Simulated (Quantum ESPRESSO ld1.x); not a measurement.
The mean radii <r> (bohr) of the occupied orbitals of an atom or ion are listed with their occupations. Calculated with ld1.x of Quantum ESPRESSO 7.5: Dirac Kohn-Sham, BP86, spin-unpolarised, spherical densities, point nucleus.

| orbital | occ. | <r> |
|---|---|---|
| 1s1/2 | 2 | 0.02842 |
| 2s1/2 | 2 | 0.1222 |
| 2p1/2 | 2 | 0.1032 |
| 2p3/2 | 4 | 0.1087 |
| 3s1/2 | 2 | 0.3302 |
| 3p1/2 | 2 | 0.3208 |
| 3p3/2 | 4 | 0.3321 |
| 3d3/2 | 4 | 0.3033 |
| 3d5/2 | 6 | 0.3069 |
| 4s1/2 | 2 | 0.7905 |
| 4p1/2 | 2 | 0.8321 |
| 4p3/2 | 4 | 0.8612 |
| 4d3/2 | 4 | 1.018 |
| 4d5/2 | 6 | 1.031 |
| 5s1/2 | 2 | 2.088 |
| 5p1/2 | 1 | 2.431 |

Name the element and its charge. Open shells, if any, fill j = l - 1/2 first.

Answer. Z = 51, antimony, charge +2: Sb2+ in [Kr] 4d10 5s2 5p1. The 1s radius gives Z: for a bare nucleus <r> = (2 gamma + 1)/(2Z) with gamma = sqrt(1 - (Z/c)^2), 0.028 bohr for Z = 51, and screening makes it slightly larger (0.02842 here). The occupations add up to 49, and the charge is Z minus that.
